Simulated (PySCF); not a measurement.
## Radial density of Au⁺ (gold, charge +1)

UHF, [Xe] 4f14 5d9 6s1, high-spin 3D determinant (an excited configuration). Calculation: PySCF 2.14, in aug-cc-pVTZ-PP with ECP60MDF (6s6p5d3f2g, 88 functions); scalar relativity through the core potential. This is the valence pseudo-density: the core potential removes the inner electrons and smooths the orbitals near the nucleus.

```
r (bohr)  4πr²ρ (e/bohr)  4πr²(ρα − ρβ)
   0.137       0.0001112         0.0000
   0.231        0.003425         0.0002
   0.389          0.2534         0.0099
   0.654           7.559         0.2477
    1.10           16.08         0.7383
    1.85           5.136         0.8651
    3.11          0.7114         0.3638
    5.23         0.02962         0.0259
    8.80       2.345e-05         0.0000
```

Energies and moments cover only the electrons outside the core potential. Spin-orbit coupling, absent here, splits the open shell strongly.
